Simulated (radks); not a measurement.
Results of a calculation; reference values are marked as such.
Q: Species: Mn2+. Configuration: [Ar] 3d5 (the NIST ground configuration). Code: a radial shooting solver on a logarithmic mesh with Libxc functionals. Model: Dirac Kohn-Sham, PBE, spin-unpolarised, spherical densities, finite nucleus; open shells fill j = l - 1/2 first; Fermi nuclear charge, rms radius 3.7057 fm. Some entries of the table are withheld. Estimate them.

orbital,occ.,eigenvalue (hartree),<1/r> (bohr^-1)
1s1/2,2,-236.8921,24.93
2s1/2,2,-27.97545,5.324
2p1/2,2,-24.05307,(1)
2p3/2,4,-23.66966,(2)
3s1/2,2,-3.80861,1.662
3p1/2,2,-2.69088,1.534
3p3/2,4,-2.64434,1.515
3d3/2,4,-0.89510,(3)
3d5/2,1,-0.89057,(4)
4s1/2,0,-0.71393,0.5039
4p1/2,0,-0.51288,0.4214
4p3/2,0,-0.50899,0.4183

A: 
(1) 2p1/2 <1/r> (bohr^-1): 5.266
(2) 2p3/2 <1/r> (bohr^-1): 5.180
(3) 3d3/2 <1/r> (bohr^-1): 1.163
(4) 3d5/2 <1/r> (bohr^-1): 1.158
